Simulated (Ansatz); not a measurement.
Mulliken charges of `C#[C][Sn]([F])([F])[C]#C` from B3LYP/def2-TZVPP in Ansatz (PBE0-D4/def2-TZVP geometry).

```csv
atom,x (Å),y (Å),z (Å),charge (e)
C1,1.164,-2.663,-0.082,0.019
C2,0.801,-1.544,-0.336,-0.582
Sn3,0.178,0.358,-0.750,1.545
F4,-0.867,0.323,-2.333,-0.470
F5,1.689,1.398,-1.232,-0.470
C6,-0.865,1.355,0.699,-0.582
C7,-1.478,1.933,1.558,0.019
H8,1.487,-3.655,0.140,0.260
H9,-2.021,2.448,2.318,0.260
```

By hand: the dipole of these point charges (1 e Å = 4.8032 D).

Σ q r = (-0.219, -0.473, 0.973) e Å, of length 1.104 e Å = 5.30 D.

How does the dipole of the full density compare? (Estimate.)

The calculation gave: (-0.163, -0.351, 0.721) e Å, 3.93 D; the point charges give 1.35 times that, at 0° from its direction.

Point charges leave out the atoms' own dipoles, such as those of lone pairs, and Mulliken's split depends on the basis, so the two needn't agree.

B3LYP here is the variant with VWN-RPA as its local correlation; programs differ in this.
